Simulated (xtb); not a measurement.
A run for xtb: GFN2-xTB on FHOTe (SMILES O[Te]F), a point of a torsion scan.

```
$ xtb mol.xyz --gfn 2 --opt vtight --chrg 0 --uhf 0 --input xcontrol
4

O     -1.18872959     0.21868812     0.32223342
Te     0.64635091     0.88669078    -0.17180733
F      1.77581930    -0.61270654    -0.86394913
H     -1.46677546    -0.54881663    -0.22909710
$constrain
  force constant=1.0
  dihedral: 4,1,2,3,330.0
$end
```

Program output:

```
[...]
           -------------------------------------------------
          |                Calculation Setup                |
           -------------------------------------------------



           -------------------------------------------------
          |                 G F N 2 - x T B                 |
           -------------------------------------------------

        Reference                      10.1021/acs.jctc.8b01176
      * Hamiltonian:
        H0-scaling (s, p, d)           1.850000    2.230000    2.230000
        zeta-weighting                 0.500000
      * Dispersion:
        s8                             2.700000
        a1                             0.520000
        a2                             5.000000
        s9                             5.000000
      * Repulsion:
        kExp                           1.500000    1.000000
        rExp                           1.000000
      * Coulomb:
        alpha                          2.000000
        third order                    shell-resolved
        anisotropic                    true
        a3                             3.000000
        a5                             4.000000
        cn-shift                       1.200000
        cn-exp                         4.000000
        max-rad                        5.000000


          ...................................................
          :                      SETUP                      :
          :.................................................:
          :  # basis functions                  19          :
          :  # atomic orbitals                  18          :
          :  # shells                            8          :
          :  # electrons                        20          :
          :  max. iterations                   250          :
          :  Hamiltonian                  GFN2-xTB          :
          :  restarted?                      false          :
          :  GBSA solvation                  false          :
          :  PC potential                    false          :
          :  electronic temp.          300.0000000     K    :
          :  accuracy                    1.0000000          :
          :  -> integral cutoff          0.2500000E+02      :
          :  -> integral neglect         0.1000000E-07      :
          :  -> SCF convergence          0.1000000E-05 Eh   :
          :  -> wf. convergence          0.1000000E-03 e    :
          :  Broyden damping             0.4000000          :
          :  net charge                          0          :
          :  unpaired electrons                  0          :
          ...................................................

 iter      E             dE          RMSdq      gap      omega  full diag
   1    -12.2694413 -0.122694E+02  0.946E+00    2.90       0.0  T
   2    -12.2284517  0.409896E-01  0.208E+01    2.50       1.0  T
   3    -12.2514297 -0.229779E-01  0.198E+01    2.53       1.0  T
   4    -12.0229332  0.228496E+00  0.156E+01    2.97       1.0  T
   5    -12.4049306 -0.381997E+00  0.252E+00    3.05       1.0  T
   6    -12.4146049 -0.967437E-02  0.868E-01    2.99       1.0  T
   7    -12.4146400 -0.350934E-04  0.308E-01    3.00       1.0  T
   8    -12.4147528 -0.112758E-03  0.138E-01    3.00       1.0  T
   9    -12.4147810 -0.282011E-04  0.102E-01    3.00       1.0  T
  10    -12.4148067 -0.257223E-04  0.251E-02    3.00       2.0  T
  11    -12.4148076 -0.893332E-06  0.176E-02    3.00       2.8  T
  12    -12.4148084 -0.748119E-06  0.306E-03    3.00      16.4  T
  13    -12.4148084 -0.193888E-07  0.140E-03    3.00      35.7  T
  14    -12.4148084 -0.482104E-08  0.154E-04    3.00     325.5  T
  15    -12.4148084 -0.408953E-10  0.664E-05    3.00     752.6  T

   *** convergence criteria satisfied after 15 iterations ***

         #    Occupation            Energy/Eh            Energy/eV
      -------------------------------------------------------------
         1        2.0000           -0.8939394             -24.3253
       ...           ...                  ...                  ...
         4        2.0000           -0.5959192             -16.2158
         5        2.0000           -0.5401729             -14.6989
         6        2.0000           -0.5288783             -14.3915
         7        2.0000           -0.5192273             -14.1289
         8        2.0000           -0.5053235             -13.7506
         9        2.0000           -0.5026205             -13.6770
        10        2.0000           -0.4087378             -11.1223 (HOMO)
        11                         -0.2986478              -8.1266 (LUMO)
        12                         -0.2668575              -7.2616
        13                         -0.0513179              -1.3964
        14                         -0.0147261              -0.4007
        15                         -0.0101283              -0.2756
       ...                                ...                  ...
        18                
[...]
4267793 -0.177636E-14  0.258E-06    2.93   19355.4  T

   *** convergence criteria satisfied after 3 iterations ***

         #    Occupation            Energy/Eh            Energy/eV
      -------------------------------------------------------------
         1        2.0000           -0.8936474             -24.3174
       ...           ...                  ...                  ...
         4        2.0000           -0.5935111             -16.1503
         5        2.0000           -0.5396377             -14.6843
         6        2.0000           -0.5334413             -14.5157
         7        2.0000           -0.5211086             -14.1801
         8        2.0000           -0.5057340             -13.7617
         9        2.0000           -0.5020949             -13.6627
        10        2.0000           -0.4046666             -11.0115 (HOMO)
        11                         -0.2968378              -8.0774 (LUMO)
        12                         -0.2393610              -6.5133
        13                         -0.0408230              -1.1109
        14                         -0.0133149              -0.3623
        15                          0.0463349               1.2608
       ...                                ...                  ...
        18                          0.5559571              15.1284
      -------------------------------------------------------------
                  HL-Gap            0.1078288 Eh            2.9342 eV
             Fermi-level           -0.3507522 Eh           -9.5445 eV

 SCC (total)                   0 d,  0 h,  0 min,  0.001 sec
 SCC setup                      ...        0 min,  0.000 sec (  3.435%)
 Dispersion                     ...        0 min,  0.000 sec (  0.633%)
 classical contributions        ...        0 min,  0.000 sec (  0.334%)
 integral evaluation            ...        0 min,  0.000 sec ( 27.753%)
 iterations                     ...        0 min,  0.000 sec ( 24.753%)
 molecular gradient             ...        0 min,  0.000 sec ( 38.913%)
 printout                       ...        0 min,  0.000 sec (  3.825%)

         :::::::::::::::::::::::::::::::::::::::::::::::::::::
         ::                     SUMMARY                     ::
         :::::::::::::::::::::::::::::::::::::::::::::::::::::
         :: total energy             -12.406825666921 Eh    ::
         :: gradient norm              0.000010667734 Eh/a0 ::
         :: HOMO-LUMO gap              2.934171085082 eV    ::
         ::.................................................::
         :: SCC energy               -12.426779222806 Eh    ::
         :: -> isotropic ES            0.035922902930 Eh    ::
         :: -> anisotropic ES         -0.002163890845 Eh    ::
         :: -> anisotropic XC         -0.005010600632 Eh    ::
         :: -> dispersion             -0.001505824644 Eh    ::
         :: repulsion energy           0.019944105624 Eh    ::
         :: add. restraining           0.000009450261 Eh    ::
         :: total charge              -0.000000000000 e     ::
         :::::::::::::::::::::::::::::::::::::::::::::::::::::

           -------------------------------------------------
          |                Property Printout                |
           -------------------------------------------------

    * Orbital Energies and Occupations

         #    Occupation            Energy/Eh            Energy/eV
      -------------------------------------------------------------
         1        2.0000           -0.8936474             -24.3174
         2        2.0000           -0.8018304             -21.8189
         3        2.0000           -0.7085383             -19.2803
         4        2.0000           -0.5935111             -16.1503
         5        2.0000           -0.5396377             -14.6843
         6        2.0000           -0.5334413             -14.5157
         7        2.0000           -0.5211086             -14.1801
         8        2.0000           -0.5057340             -13.7617
         9        2.0000           -0.5020949             -13.6627
        10        2.0000           -0.4046666             -11.0115 (HOMO)
        11                         -0.2968378              -8.0774 (LUMO)
        12                         -0.2393610              -6.5133
        13                         -0.0408230              -1.1109
        14                         -0.0133149              -0.3623
        15                          0.0463349               1.2608
        16                          0.0908977               2.4735
        17                          0.2107513               5.7348
        18                          0.5559571              15.1284
      -------------------------------------------------------------
                  HL-Gap            0.1078288 Eh            2.9342 eV
             Fermi-level           -0.3507522 Eh           -9.5445 eV

     #   Z          covCN         q      C6AA      α(0)
     1   8 O        1.592    -0.395    20.793     6.154
     2  52 Te       1.535     0.271   401.913    37.121
     3   9 F        0.719    -0.223    11.481     4.001
     4   1 H        0.836     0.347     0.591     1.206

 Mol. C6AA /au·bohr⁶  :        808.063311
 Mol. C8AA /au·bohr⁸  :      56376.609536
 Mol. α(0) /au        :         48.482048


Wiberg/Mayer (AO) data.
largest (>0.10) Wiberg bond orders for each atom

 ---------------------------------------------------------------------------
     #   Z sym  total        # sym  WBO       # sym  WBO       # sym  WBO
 ---------------------------------------------------------------------------
     1   8 O    2.191 --     2 Te   1.288     4 H    0.860
     2  52 Te   2.484 --     1 O    1.288     3 F    1.179
     3   9 F    1.225 --     2 Te   1.179
     4   1 H    0.880 --     1 O    0.860
 ---------------------------------------------------------------------------
Note: The following floating-point exceptions are signalling: IEEE_DENORMAL
normal termination of xtb

Topologies differ in total number of bonds
Writing topology from bond orders to xtbtopo.mol

molecular dipole:
                 x           y           z       tot (Debye)
 q only:       -0.246       0.320      -0.172
   full:       -0.221       0.656      -0.162       1.806
molecular quadrupole (traceless):
                xx          xy          yy          xz          yz          zz
 q only:       -1.399       3.663       1.865       2.539      -0.590      -0.466
  q+dip:       -2.702       4.659       3.304       3.579      -0.654      -0.602
   full:       -1.719       4.842       4.213       2.632       0.154      -2.494

           -------------------------------------------------
          |                Geometry Summary                 |
           -------------------------------------------------

      molecular mass/u    :      163.6088753
   center of mass at/Å    :        0.5321288       0.7464432      -0.1751811
  moments of inertia/u·Å² :        0.5525896E+02   0.7148878E+02   0.1263563E+03
rotational constants/cm⁻¹ :        0.3050660E+00   0.2358081E+00   0.1334135E+00

 * 1 selected distances

     #   Z          #   Z                                           value/Å
     1   8 O        4   1 H                                       0.9601271 (max)

 * 1 distinct bonds (by element types)

   Z      Z             #   av. dist./Å        max./Å        min./Å
   1 H    8 O           1     0.9601271     0.9601271     0.9601271


optimized geometry written to: xtbopt.xyz


           -------------------------------------------------
          | TOTAL ENERGY              -12.406825666921 Eh   |
          | GRADIENT NORM               0.000010667734 Eh/α |
          | HOMO-LUMO GAP               2.934171085082 eV   |
           -------------------------------------------------

------------------------------------------------------------------------
------------------------------------------------------------------------
 total:
 SCF:
 ANC optimizer:
```

The run finished.

Warnings raised: the energy holds the restraint's term.

Cost: very roughly 0.04 core-seconds.
